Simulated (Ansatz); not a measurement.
`C=C(F)[SiH](O)F` + `ClB[SeH]` → `O[SiH](F)[SeH]` + `C=C(F)BCl`  (redistribution)

Calculated with Ansatz (gas phase, PBE0-D4/def2-TZVP geometries, no zero-point term in ΔE). CCSD(T)/CBS is the MP2 limit (def2-TZVPP, def2-QZVPP) plus CCSD(T) − MP2 in def2-TZVPP, frozen cores. DFT in def2-TZVPP. B3LYP here is the variant with VWN-RPA as its local correlation; programs differ in this. For Se outer-core shells are correlated without core-valence functions, which leaves a few kJ/mol of doubt a bond. Scalar relativity is left out up to krypton. Each species was taken in one conformer, which may not be the lowest.

Is it downhill or uphill in electronic energy at CCSD(T)/CBS, and by how much? (Best estimate.)

The calculation gave: Downhill: ΔE = -18.2 kJ/mol.

What do these levels give: PBE, B3LYP, CCSD(T)/def2-SVP, HF/def2-QZVPP, MP2/def2-QZVPP, SCS-MP2/def2-QZVPP? (An estimate is asked.)

Ansatz gave: PBE -20.3, B3LYP -21.8, CCSD(T)/def2-SVP -12.4, HF/def2-QZVPP -26.7, MP2/def2-QZVPP -18.0, SCS-MP2/def2-QZVPP -17.9 kJ/mol.

Largest T1 diagnostic among the species: 0.013.

In def2-TZVPP, CCSD(T) changes the Hartree–Fock value by +10.8 kJ/mol (the triples alone add +1.1 kJ/mol) and MP2 by +10.0 kJ/mol. Leaving LDA and LC-ωPBE aside and taking each functional with its dispersion term where it has one, the values, not all of them listed here, spread over 4.7 kJ/mol, from BHLYP-D4 to revPBE-D4. From BLYP to BHLYP (50 % exact exchange), in def2-TZVPP and without D4, ΔE moves by −3.8 kJ/mol.
